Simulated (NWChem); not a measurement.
# C2H9BGe; SMILES C[B]([GeH3])C

```xyz
13

B      0.0057     0.9911     0.0077
Ge     0.0047    -1.0915     0.0041
H     -0.8590    -1.6397    -1.1565
H      1.4054    -1.7272    -0.1364
H     -0.6233    -1.6548     1.3004
C     -1.3632     1.7487     0.0349
H     -1.5912     1.9200    -1.0379
H     -1.3044     2.7508     0.4915
H     -2.2211     1.1965     0.4467
C      1.3630     1.7689    -0.0424
H      1.2735     2.8341    -0.3104
H      2.1397     1.2890    -0.6584
H      1.7560     1.7287     0.9943
```
Atoms are numbered in this order, from 1.

Structure relaxed at the PBE0/def2-SVP level.

Task: Give the principal values of the shielding tensors (ppm) of B1, Ge2, C6, C10 from B3LYP/6-31G* (spherical d), GIAO (NWChem), with their diamagnetic and paramagnetic parts as GIAO splits them.

Result: 
```json
[
 {"atom": "B1", "σ11": "-53.8", "σ22": "-31.7", "σ33": "127.3", "isotropic": "13.9", "diamagnetic": "188.9", "paramagnetic": "-175.0"},
 {"atom": "Ge2", "σ11": "1692.1", "σ22": "1808.6", "σ33": "1870.9", "isotropic": "1790.5", "diamagnetic": "2760.6", "paramagnetic": "-970.0"},
 {"atom": "C6", "σ11": "146.9", "σ22": "174.1", "σ33": "182.7", "isotropic": "167.9", "diamagnetic": "250.0", "paramagnetic": "-82.1"},
 {"atom": "C10", "σ11": "144.7", "σ22": "173.4", "σ33": "183.2", "isotropic": "167.1", "diamagnetic": "250.0", "paramagnetic": "-82.9"}
]
```
